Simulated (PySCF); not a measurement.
H$_{3}$Si, doublet, at a GFN2-xTB geometry; B3LYP/STO-3G run with PySCF.

Here is a job for PySCF.
```python
from pyscf import gto, scf, dft

mol = gto.Mole()
mol.atom = '''
    Si    0.002057    0.000655    0.056047
    H    -0.612160    1.275979   -0.254387
    H     1.398465   -0.120902   -0.311854
    H    -0.815104   -1.164248   -0.218419
'''
mol.basis = 'sto-3g'
mol.charge = 0
mol.spin = 1
mol.verbose = 4
mol.build()

mf = dft.UKS(mol)
mf.xc = 'b3lyp'
mf.grids.atom_grid = (99, 590)
mf.grids.prune = None
mf.kernel()
```

What the program printed (banner, timings and long lists left out):

```
PySCF version 2.14.0

[INPUT] verbose = 4
[INPUT] num. atoms = 4
[INPUT] num. electrons = 17
[INPUT] charge = 0
[INPUT] spin (= nelec alpha-beta = 2S) = 1
[INPUT] symmetry False subgroup None
[INPUT] Mole.unit = angstrom
[INPUT] Symbol           X                Y                Z      unit          X                Y                Z       unit  Magmom
[INPUT]  1 Si     0.002057000000   0.000655000000   0.056047000000 AA    0.003887166638   0.001237770612   0.105913480103 Bohr   0.0
[INPUT]  2 H     -0.612160000000   1.275979000000  -0.254387000000 AA   -1.156814744414   2.411250850696  -0.480721759650 Bohr   0.0
[INPUT]  3 H      1.398465000000  -0.120902000000  -0.311854000000 AA    2.642715844790  -0.228471667912  -0.589318650850 Bohr   0.0
[INPUT]  4 H     -0.815104000000  -1.164248000000  -0.218419000000 AA   -1.540323323037  -2.200109861073  -0.412752090401 Bohr   0.0

nuclear repulsion = 15.9849693129875
number of shells = 8
number of NR pGTOs = 36
number of NR cGTOs = 12
basis = sto-3g
ecp = {}

******** <class 'pyscf.dft.uks.UKS'> ********
method = UKS
initial guess = minao
damping factor = 0
level_shift factor = 0
DIIS = <class 'pyscf.scf.diis.CDIIS'>
diis_start_cycle = 1
diis_space = 8
diis_damp = 0
SCF conv_tol = 1e-09
SCF conv_tol_grad = None
SCF max_cycles = 50
direct_scf = True
direct_scf_tol = 1e-13
number electrons alpha = 9  beta = 8
XC library pyscf.dft.libxc version 7.1.2
    S. Lehtola, C. Steigemann, M. J. T. Oliveira, and M. A. L. Marques,  SoftwareX 7, 1–5 (2018)
XC functionals = b3lyp
    P. J. Stephens, F. J. Devlin, C. F. Chabalowski, and M. J. Frisch,  J. Phys. Chem. 98, 11623 (1994)
radial grids:
    Treutler-Ahlrichs [JCP 102, 346 (1995); DOI:10.1063/1.469408] (M4) radial grids

becke partition: Becke, JCP 88, 2547 (1988); DOI:10.1063/1.454033
pruning grids: None
grids dens level: 3
symmetrized grids: False
atomic radii adjust function: <function treutler_atomic_radii_adjust>
User specified grid scheme (99, 590)
small_rho_cutoff = 0
Set gradient conv threshold to 3.16228e-05
tot grids = 233640
init E= -287.512710992678

cycle= 1 E= -287.845127838743  delta_E= -0.332  |g|= 0.0481  |ddm|= 1.55
cycle= 2 E= -287.847804016108  delta_E= -0.00268  |g|= 0.0212  |ddm|= 0.173
cycle= 3 E= -287.848187473284  delta_E= -0.000383  |g|= 0.00382  |ddm|= 0.0424
cycle= 4 E= -287.848212144336  delta_E= -2.47e-05  |g|= 0.00103  |ddm|= 0.0116
cycle= 5 E= -287.848214504753  delta_E= -2.36e-06  |g|= 0.000123  |ddm|= 0.00451
cycle= 6 E= -287.848214539218  delta_E= -3.45e-08  |g|= 3.77e-06  |ddm|= 0.000564
cycle= 7 E= -287.848214539255  delta_E= -3.71e-11  |g|= 4.19e-07  |ddm|= 2.23e-05
Extra cycle  E= -287.848214539255  delta_E= -3.41e-13  |g|= 1.41e-07  |ddm|= 1.77e-06
converged SCF energy = -287.848214539255  <S^2> = 0.75125877  2S+1 = 2.0012584
```
